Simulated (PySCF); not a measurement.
Compound: CH11PSi3.
Structure used (GFN2-xTB), in Å, numbered top down from 1:
```xyz
16
CH11PSi3 angstrom
Si    -2.0698   -0.6336   -0.1577
C     -0.7875   -0.2010    1.1796
Si     0.8806    0.5408    0.5863
Si     2.1429   -0.9726   -0.6458
P      0.5814    2.4763   -0.5314
H     -2.4227    0.5695   -0.9159
H     -1.5106   -1.6428   -1.0599
H     -3.2785   -1.1564    0.4848
H     -1.2472    0.5012    1.8776
H     -0.5698   -1.0998    1.7578
H      1.5818    0.9981    1.8076
H      1.4292   -1.5129   -1.8070
H      3.3862   -0.3885   -1.1511
H      2.5216   -2.1180    0.1854
H     -0.6521    2.7576    0.0218
H      0.0073    1.8913   -1.6436
```

Computed with TDDFT B3LYP/def2-SVPD, vertical, gas phase, core orbitals frozen in the response (PySCF).

Frontier orbitals with the atoms that hold most of them (Löwdin shares over 4%, at most four atoms; ? is withheld):

| orbital | ε (eV) | atoms |
| --- | --- | --- |
| HOMO-3 | -8.95 | P5 26%, Si1 13%, Si3 13%, C2 11% |
| HOMO-2 | -8.47 | Si3 22%, H11 20%, C2 20%, Si1 12% |
| HOMO-1 | -8.17 | ? |
| HOMO | -7.13 | ? |
| LUMO | -0.42 | Si3 23%, Si4 18%, P5 11%, C2 8% |
| LUMO+1 | -0.29 | Si4 24%, Si3 22%, P5 17%, H14 8% |
| LUMO+2 | 0.01 | Si4 20%, P5 15%, Si1 12%, Si3 11% |

Q: Give the leading atoms of the HOMO.

A: P5 (bonded to Si and 2 H) 62%; Si3 (bonded to C, P, Si and H) 12%; H16 (bonded to P) 7%; C2 (bonded to 2 Si and 2 H) 6%.

Q: Give the leading atoms of the HOMO-1.

A: Si3 (bonded to C, P, Si and H) 26%; Si4 (bonded to Si and 3 H) 26%; C2 (bonded to 2 Si and 2 H) 15%; P5 (bonded to Si and 2 H) 8%. By element: silicon 52% or more, carbon 15%, phosphorus 8%.

Q: How does S1 compare with the orbital gap of 6.71 eV?

A: S1 is at 5.80 eV (f = 0.0064), 0.91 eV below the gap, made of HOMO→LUMO (88%). Without the coupling terms of the response equations the lowest excitation would equal the gap.

Q: Give energy, strength and leading configuration of S1 and S2, and follow the Löwdin shares of the leading atoms from the occupied to the empty orbital.

A: 
- S1 (5.80 eV, f 0.0064), HOMO→LUMO (88%): P5 62% → 11%, Si3 12% → 23%, Si4 at most 7% → 18%
- S2 (5.97 eV, f 0.070), HOMO→LUMO+1 (88%): P5 62% → 17%, Si3 12% → 22%, Si4 at most 7% → 24%

Löwdin shares depend on the basis, the more so with diffuse functions.

On an Arm Neoverse V1 with one thread, no GPU, on a shared host, this took 43 s (with the writing of density and orbital grids) and 0.81 GiB of memory at its peak.

One conformer stands for the species.
